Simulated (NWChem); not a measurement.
The numbers come from NWChem runs, not from measurements. System: isopropylamine (C₃H₉N), charge 0, spin multiplicity 1, at a geometry optimised with B3LYP/def2-SVP. Level: MP2/def2-TZVP, 4 core orbitals frozen.

The NWChem input:

```
start mol
memory heap 200 mb stack 900 mb global 1100 mb
geometry units angstroms nocenter noautoz
  C     -0.290903    -0.643099     1.264976
  C      0.352758    -0.074049     0.000000
  C     -0.290903    -0.643099    -1.264976
  N      0.196028     1.383362     0.000000
  H     -0.199306    -1.740249     1.300500
  H     -1.359353    -0.376265     1.302509
  H      0.189371    -0.238898     2.172214
  H      1.422136    -0.386770     0.000000
  H      0.189371    -0.238898    -2.172214
  H     -1.359353    -0.376265    -1.302509
  H     -0.199306    -1.740249    -1.300500
  H      0.659266     1.787774    -0.814862
  H      0.659266     1.787774     0.814862
  symmetry group Cs
end
basis spherical
  * library def2-tzvp
end
scf
  rhf
  nopen 0
  maxiter 100
  thresh 1e-7
  semidirect memsize 60000000 filesize 0
end
mp2
  freeze core 4
end
task mp2 energy
```

Output (cleaned and shortened):

```
             Northwest Computational Chemistry Package (NWChem) 7.3.0
             --------------------------------------------------------

                                NWChem Input Module
                                -------------------

 Scaling coordinates for geometry "geometry" by  1.889725989
 (inverse scale =  0.529177249)

 Turning off AUTOSYM since
 SYMMETRY directive was detected!

                             Geometry "geometry" -> ""
                             -------------------------

 Output coordinates in angstroms (scale by  1.889725989 to convert to a.u.)

  No.       Tag          Charge          X              Y              Z
 ---- ---------------- ---------- -------------- -------------- --------------
    1 C                    6.0000    -0.29090300    -0.64309900     1.26497600
    2 C                    6.0000     0.35275800    -0.07404900     0.00000000
    3 C                    6.0000    -0.29090300    -0.64309900    -1.26497600
    4 N                    7.0000     0.19602800     1.38336200     0.00000000
    5 H                    1.0000    -0.19930600    -1.74024900     1.30050000
    6 H                    1.0000    -1.35935300    -0.37626500     1.30250900
    7 H                    1.0000     0.18937100    -0.23889800     2.17221400
    8 H                    1.0000     1.42213600    -0.38677000     0.00000000
    9 H                    1.0000     0.18937100    -0.23889800    -2.17221400
   10 H                    1.0000    -1.35935300    -0.37626500    -1.30250900
   11 H                    1.0000    -0.19930600    -1.74024900    -1.30050000
   12 H                    1.0000     0.65926600     1.78777400    -0.81486200
   13 H                    1.0000     0.65926600     1.78777400     0.81486200

 Effective nuclear repulsion energy (a.u.)     135.1236166792

            Nuclear Dipole moment (a.u.)
            ----------------------------
        X                 Y               Z
 ---------------- ---------------- ----------------
     0.0000000000     0.0000113384    -0.0000000000

      Symmetry information
      --------------------

 Group name             Cs
 Group number              2
 Group order               2
 No. of unique centers     8

      Symmetry unique atoms

     1    2    4    5    6    7    8   12


 Summary of "ao basis" -> "" (spherical)
 ------------------------------------------------------------------------------
       Tag                 Description            Shells   Functions and Types
 ---------------- ------------------------------  ------  ---------------------
 *                         def2-tzvp                  on all atoms

 Summary of "ao basis" -> "ao basis" (spherical)
 ------------------------------------------------------------------------------
       Tag                 Description            Shells   Functions and Types
 ---------------- ------------------------------  ------  ---------------------
 C                         def2-tzvp                11       31   5s3p2d1f
 N                         def2-tzvp                11       31   5s3p2d1f
 H                         def2-tzvp                 4        6   3s1p

                                 NWChem SCF Module
                                 -----------------

  ao basis        = "ao basis"
  functions       =   178
  atoms           =    13
  closed shells   =    17
  open shells     =     0
  charge          =   0.00
  wavefunction    = RHF
  use symmetry    = T
  symmetry adapt  = T

 Summary of "ao basis" -> "ao basis" (spherical)
 ------------------------------------------------------------------------------
       Tag                 Description            Shells   Functions and Types
 ---------------- ------------------------------  ------  ---------------------
 C                         def2-tzvp                11       31   5s3p2d1f
 N                         def2-tzvp                11       31   5s3p2d1f
 H                         def2-tzvp                 4        6   3s1p

      Symmetry analysis of basis
      --------------------------

        a'        102
        a"         76

 Forming initial guess at       0.2s

      Superposition of Atomic Density Guess
      -------------------------------------

 Sum of atomic energies:        -171.82381923

      Non-variational initial energy
      ------------------------------

 Total energy =    -174.558727
 1-e energy   =    -496.743458
 2-e energy   =     187.061115
 HOMO         =      -0.317620
 LUMO         =       0.058239

      Symmetry analysis of molecular orbitals - initial
      -------------------------------------------------

  Numbering of irreducible representations:

     1 a'          2 a"

  Orbital symmetries:

     1 a'          2 a'          3 a"          4 a'          5 a'
     6 a'          7 a"          8 a'          9 a'         10 a"
    11 a'         12 a"         13 a"         14 a'         15 a'
    16 a"         17 a'         18 a'         19 a'         20 a"
    21 a'         22 a"         23 a'         24 a'         25 a'
    26 a"         27 a"

 Starting SCF solution at       6.0s

 ----------------------------------------------
         Quadratically convergent ROHF

 Convergence threshold     :          1.000E-07
 Maximum no. of iterations :          100
 Final Fock-matrix accuracy:          1.000E-09
 ----------------------------------------------

              iter       energy          gnorm     gmax       time
             ----- ------------------- --------- --------- --------
                 1     -173.2953672873  8.80D-01  1.38D-01      8.3
[...]
                 3     -173.3549139091  1.67D-02  2.97D-03     17.2
                 4     -173.3549433138  1.57D-04  5.00D-05     27.9
                 5     -173.3549433185  1.05D-08  2.37D-09     47.2

       Final RHF  results
       ------------------

         Total SCF energy =   -173.354943318496
      One-electron energy =   -501.148086199511
      Two-electron energy =    192.669526201837
 Nuclear repulsion energy =    135.123616679178

        Time for solution =     41.3s

       Symmetry analysis of molecular orbitals - final
       -----------------------------------------------

  Numbering of irreducible representations:

     1 a'          2 a"

  Orbital symmetries:

     1 a'          2 a'          3 a"          4 a'          5 a'
     6 a'          7 a"          8 a'          9 a'         10 a"
    11 a'         12 a"         13 a"         14 a'         15 a'
    16 a"         17 a'         18 a'         19 a'         20 a"
    21 a'         22 a"         23 a'         24 a'         25 a'
    26 a"         27 a"

             Final eigenvalues
             -----------------

              1
    1  -15.5359
    2  -11.2531
    3  -11.2114
    4  -11.2114
    5   -1.1804
    6   -1.0085
    7   -0.9269
    8   -0.7760
    9   -0.6488
   10   -0.6470
   11   -0.5938
   12   -0.5345
   13   -0.5240
   14   -0.5052
   15   -0.4875
   16   -0.4721
   17   -0.3881
   18    0.1283
   19    0.1767
   20    0.1800
   21    0.1920
   22    0.2101
   23    0.2161
   24    0.2268
   25    0.2707
   26    0.2709
   27    0.2753

                       ROHF Final Molecular Orbital Analysis
                       -------------------------------------

 Vector   15  Occ=2.000000D+00  E=-4.875111D-01  Symmetry=a'
              MO Center= -1.1D-01, -8.1D-02, -1.8D-14, r^2= 3.0D+00
   Bfn.  Coefficient  Atom+Function         Bfn.  Coefficient  Atom+Function
  ----- ------------  ---------------      ----- ------------  ---------------
    37     -0.167069   2 C  px                6      0.159662   1 C  px
    68      0.159662   3 C  px

 Vector   16  Occ=2.000000D+00  E=-4.720571D-01  Symmetry=a"
              MO Center=  2.2D-02, -2.7D-01,  4.8D-14, r^2= 2.9D+00
   Bfn.  Coefficient  Atom+Function         Bfn.  Coefficient  Atom+Function
  ----- ------------  ---------------      ----- ------------  ---------------
    39      0.246474   2 C  pz               42      0.223940   2 C  pz
     8     -0.219872   1 C  pz               70     -0.219872   3 C  pz
    11     -0.189108   1 C  pz               73     -0.189108   3 C  pz

 Vector   17  Occ=2.000000D+00  E=-3.880646D-01  Symmetry=a'
              MO Center=  2.0D-01,  9.6D-01,  4.3D-15, r^2= 1.9D+00
   Bfn.  Coefficient  Atom+Function         Bfn.  Coefficient  Atom+Function
  ----- ------------  ---------------      ----- ------------  ---------------
    99      0.342752   4 N  px              102      0.319240   4 N  px
   105      0.292538   4 N  px              144     -0.172763   8 H  s

 Vector   18  Occ=0.000000D+00  E= 1.283463D-01  Symmetry=a'
              MO Center=  6.8D-01,  3.9D-01, -6.7D-15, r^2= 8.9D+00
   Bfn.  Coefficient  Atom+Function         Bfn.  Coefficient  Atom+Function
  ----- ------------  ---------------      ----- ------------  ---------------
     5      2.653724   1 C  s                67      2.653724   3 C  s
   145     -1.231459   8 H  s               139     -1.191653   7 H  s
   151     -1.191653   9 H  s                98      1.081269   4 N  s
   169     -0.947237  12 H  s               175     -0.947237  13 H  s
   127     -0.931040   5 H  s               163     -0.931040  11 H  s

 Vector   19  Occ=0.000000D+00  E= 1.766596D-01  Symmetry=a'
              MO Center= -1.2D-01, -3.6D-02,  6.0D-15, r^2= 1.0D+01
   Bfn.  Coefficient  Atom+Function         Bfn.  Coefficient  Atom+Function
  ----- ------------  ---------------      ----- ------------  ---------------
     5      3.618459   1 C  s                67      3.618459   3 C  s
    36     -2.334401   2 C  s                98     -1.544964   4 N  s
   127     -1.467394   5 H  s               163     -1.467394  11 H  s
   133     -1.347447   6 H  s               157     -1.347447  10 H  s
   169      1.023324  12 H  s               175      1.023324  13 H  s

 Vector   20  Occ=0.000000D+00  E= 1.799639D-01  Symmetry=a"
              MO Center=  2.5D-01,  1.8D-01, -1.1D-14, r^2= 1.0D+01
   Bfn.  Coefficient  Atom+Function         Bfn.  Coefficient  Atom+Function
  ----- ------------  ---------------      ----- ------------  ---------------
     5      4.549258   1 C  s                67     -4.549258   3 C  s
   139     -1.780385   7 H  s               151      1.780385   9 H  s
   133     -1.385824   6 H  s               157      1.385824  10 H  s
    45     -1.125167   2 C  pz              127     -1.047132   5 H  s
   163      1.047132  11 H  s               169      0.785853  12 H  s

 center of mass
 --------------
 x =  -0.00004715 y =   0.04844459 z =  -0.00000000

 moments of inertia (a.u.)
 ------------------
         378.282916270817         -40.831651800397          -0.000000000000
         -40.831651800397         239.031127420034           0.000000000000
          -0.000000000000           0.000000000000         216.770000523687

  Mulliken analysis of the total density
  --------------------------------------

    Atom       Charge   Shell Charges
 -----------   ------   -------------------------------------------------------
    1 C    6     6.33   0.85  1.12  0.48  0.67  0.10  1.24  1.39  0.40  0.02  0.05  0.00
    2 C    6     5.83   0.85  1.12  0.46  0.65 -0.03  1.20  1.26  0.12  0.03  0.14  0.01
    3 C    6     6.33   0.85  1.12  0.48  0.67  0.10  1.24  1.39  0.40  0.02  0.05  0.00
    4 N    7     7.58   0.82  1.16  0.52  0.84  0.21  1.48  1.74  0.76  0.01  0.04  0.00
    5 H    1     0.90   0.26  0.50  0.12  0.02
    6 H    1     0.89   0.26  0.49  0.12  0.02
    7 H    1     0.91   0.26  0.50  0.12  0.02
    8 H    1     0.95   0.27  0.52  0.14  0.02
    9 H    1     0.91   0.26  0.50  0.12  0.02
   10 H    1     0.89   0.26  0.49  0.12  0.02
   11 H    1     0.90   0.26  0.50  0.12  0.02
   12 H    1     0.78   0.26  0.42  0.07  0.04
   13 H    1     0.78   0.26  0.42  0.07  0.04

       Multipole analysis of the density wrt the origin
       ------------------------------------------------

     L   x y z        total         open         nuclear
     -   - - -        -----         ----         -------
     0   0 0 0     -0.000000      0.000000     34.000000

     1   1 0 0      0.535270      0.000000      0.000000
     1   0 1 0     -0.084693      0.000000      0.000011
     1   0 0 1     -0.000000      0.000000     -0.000000

     2   2 0 0    -20.703100      0.000000     31.317150
     2   1 1 0      2.025811      0.000000     26.496668
     2   1 0 1     -0.000000      0.000000     -0.000000
     2   0 2 0    -20.546698      0.000000    112.087636
     2   0 1 1     -0.000000      0.000000      0.000000
     2   0 0 2    -19.958162      0.000000    131.210397

                   NWChem MP2 Semi-direct Energy/Gradient Module
                   ---------------------------------------------

  Basis functions       =    178
  Molecular orbitals    =    178
  Frozen core           =      4
  Frozen virtuals       =      0
  Active alpha occupied =     13
  Active beta occupied  =     13
  Active alpha virtual  =    161
  Active beta virtual   =    161
  Use MO symmetry       = T
  Use skeleton AO sym   = T

  AO/Fock/Back tols     =   1.0D-09  1.0D-09  1.0D-09

 GA uses MA = F    GA memory limited = T

 Available:
  local mem=  1.26D+08
 global mem=  1.44D+08
 local disk=  0.00D+00
  mp2_memr nvloc                   161
  nvloc new                   161
   1 passes of  13:        6291456                     169243                 112155671.
   1 passes of  13: M    126043130           G      144115832           F     119751674.

 Semi-direct pass number   1 of   1  for RHF alpha+beta  at       47.5s
  vrange nnbf                 15753
  mp2_eaftype                   427  avail_ma_in_mb                  1098
 EAF : mp2_eaftype filesize         427   56077835.
  mp2_eaf for mointskh                    427
Node 0 wrote    263.8 Mb in      0.5 s     Agg I/O rate:   565.1 Mb/s
 Done moints_semi at       85.3s
  mp2_eaftype                   427  avail_ma_in_mb                   671
 EAF : mp2_eaftype filesize         427   56077835.
  mp2_eaf for kh                   427
 Done maket at       86.7s
 Done multipass loop at       86.7s

          -------------------------------------------
          SCF energy                -173.354943318496
          Correlation energy          -0.728846017596
          Singlet pairs               -0.480292378601
          Triplet pairs               -0.248553638995
          Total MP2 energy          -174.083789336092
          -------------------------------------------

          ---------------------------------------------------
                    Spin Component Scaled (SCS) MP2
          Same spin pairs                     -0.165702425997
          Same spin scaling factor             0.333333333333
          Opposite spin pairs                 -0.563143591599
          Opposite spin scaling fact.          1.200000000000
          SCS-MP2 correlation energy          -0.731006451918
          Total SCS-MP2 energy              -174.085949770414
          ---------------------------------------------------

 -----------------------
 Performance information
 -----------------------

 Timer overhead =  1.36D-07 seconds/call

               Nr. of calls         CPU time (s)                 Wall time (s)                GFlops
             ---------------    -------------------     ------------------------------   -------------------
Name         Min   Avg   Max    Min     Avg     Max     Min     Avg     Max   Mx/calls   Min     Max     Sum
mp2: moin     1     1     1    38.     38.     38.      38.     38.     38.     38.      0.0     0.0     0.0
mp2: make     1     1     1    1.4     1.4     1.4      1.4     1.4     1.4     1.4      0.0     0.0     0.0
mp2: tota     1     1     1    39.     39.     39.      39.     39.     39.     39.      0.0     0.0     0.0

 The average no. of pstat calls per process was 3.00D+00
 with a timing overhead of 4.09D-07s

 Task  times  cpu:       86.7s     wall:       86.7s

 Total times  cpu:       86.7s     wall:       86.7s
```
